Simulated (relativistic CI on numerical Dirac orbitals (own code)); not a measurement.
These numbers are calculated, not measured: Dirac-Coulomb-Breit CI, separate exchange-only KLI orbitals for each configuration, QED by a radiative potential, valence Slater integrals scaled by 0.9, P86 correlation estimate, and configurations built on the next ion tied to the tabulated ionisation energy (semi-empirical) (own radial code, finite nucleus).

Configurations in the expansion (outside the closed core [Ar] 3d10): 4s2.4p5, 4s2.4p4.4d, 4s2.4p4.5s, 4s2.4p4.5p, 4s2.4p4.5d, 4s2.4p4.6s, 4s2.4p4.4f, 4s2.4p4.5f, 4s.4p6, 4s2.4p3.4d2, 4s.4p5.4d, 4p5.4d2, 4s.4p5.4f, 4s2.4p3.4f2, 4p6.4d, 4s2.4p3.4d.5s, 4s.4p4.4d2, 4s2.4p3.4d.5p, 4p6.5s, 4s2.4p3.4d.4f, 4s.4p5.5s, 4s2.4p3.5s2, 4p5.4f2, 4p6.5p. Levels of other configurations are missing.

Configurations that consist of the next ion and one excited electron were tied to the tabulated ionisation energy; Rydberg ones are usually within 1,000 to 3,000 cm⁻¹ and the lowest ones within about 6,000 (9,000 in d shells), while levels on excited terms of the next ion carry the error of that term, and the other configurations can be misplaced by 10,000 cm⁻¹ or more. Rates follow the energies as ν³ (E1, M1) or ν⁵ (E2), so rates, branching and lifetimes can be off by large factors. 4 of the 11 excited levels that our extract of the measured tables holds in this range could be paired (the sources list more); they are missed by 23482 cm⁻¹ on average and 89487 at most, and levels without a partner can miss by more.

Outline of the computed level scheme of Mo VIII. Lowest level of each configuration: 4s2.4p5 2P°_3/2 at 0.0000 eV; 4s.4p6 2S_1/2 at 29.2656 eV; 4s2.4p4.4d 4D_5/2 at 36.5003 eV; 4s2.4p4.5s 4P_5/2 at 64.6166 eV; 4s.4p5.4d 4P°_1/2 at 67.9555 eV.

Some strong electric-dipole decays among the lowest 45 levels: 4s2.4p4.4d 2D_5/2 → 4s2.4p5 2P°_3/2 (2.1e+11 s⁻¹); 4s2.4p4.4d 2D_3/2 → 4s2.4p5 2P°_1/2 (1.9e+11 s⁻¹); 4s2.4p4.4d 2P_3/2 → 4s2.4p5 2P°_3/2 (1.7e+11 s⁻¹); 4s2.4p4.4d 2S_1/2 → 4s2.4p5 2P°_3/2 (1.6e+11 s⁻¹); 4s2.4p4.4d 2P_1/2 → 4s2.4p5 2P°_1/2 (1.4e+11 s⁻¹); 4s2.4p4.5s 2P_3/2 → 4s2.4p5 2P°_3/2 (3.8e+10 s⁻¹); 4s2.4p4.5s 2P_1/2 → 4s2.4p5 2P°_1/2 (3.0e+10 s⁻¹); 4s2.4p4.5s 2D_3/2 → 4s2.4p5 2P°_1/2 (2.6e+10 s⁻¹).

LS names give the leading component of a level, which can be under half, so a name can repeat, a term be missing and a line seem to break the LS rules.
